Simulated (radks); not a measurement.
Q: The nitrogen ion N3+, [He] 2s2. All-electron calculation, non-relativistic Kohn-Sham, r2SCAN, spin-polarised, spherical densities, point nucleus; meta-GGA in the generalised Kohn-Sham scheme. Program: a radial shooting solver on a logarithmic mesh with Libxc functionals. Every spin shell is full or empty, so the densities are truly spherical. Functionals are evaluated on that one density, not self-consistently. Rank these exchange functionals by their error against the exact value of the orbitals, and give that value: LDA, B88, PBE, revPBE, PW91, PW86, OPTX, EV93, APBE, MS2.

A: Exact: -5.13099 hartree. From best to worst, with 100 (|E| - |E exact|)/|E exact| (equal figures are ties): OPTX -0.03, B88 -0.19, revPBE +0.22, MS2 +0.55, APBE +0.56, PW91 -0.67, PW86 +0.68, PBE -1.00, EV93 +4.53, LDA -12.80.
